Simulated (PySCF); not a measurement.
CH5MoNO2, SMILES [CH3][Mo]([NH2])(=[O])=[O], multiplicity 1. Geometry: PBE-D3(BJ)/def2-SVP. The multiplicity is an assumed one; no other spin state was optimised. The structure was generated by enumeration; whether it is a known compound was not checked. The def2 effective core potentials stand for the cores of Mo; spin–orbit coupling is left out. One conformer was computed; it need not be the lowest.

Calculation: PBE-D3(BJ)/def2-SVP (PySCF 2.14.0).

Harmonic wavenumbers (cm⁻¹): 161, 178, 191, 211, 224, 307, 393, 521, 555, 622, 623, 645, 709, 988, 997, 1142, 1349, 1354, 1456, 2965, 3075, 3080, 3452, 3551. Rotational constants (GHz): 3.511, 3.183, 3.022; symmetry number 1.

### Question
Work out the zero-point energy and the ideal-gas rigid-rotor harmonic-oscillator thermochemistry at 298.15 K and 1 atm.

### Answer
ZPE = ½ Σ hcν = ½ × 28746 cm⁻¹ = 41.09 kcal/mol. H − E(el) = 46.38 kcal/mol. Entropy in cal/(mol K): translation 41.10, rotation 26.66, vibration 16.38, total 84.14. G − E(el) = 21.30 kcal/mol. Cp = 27.74 cal/(mol K).
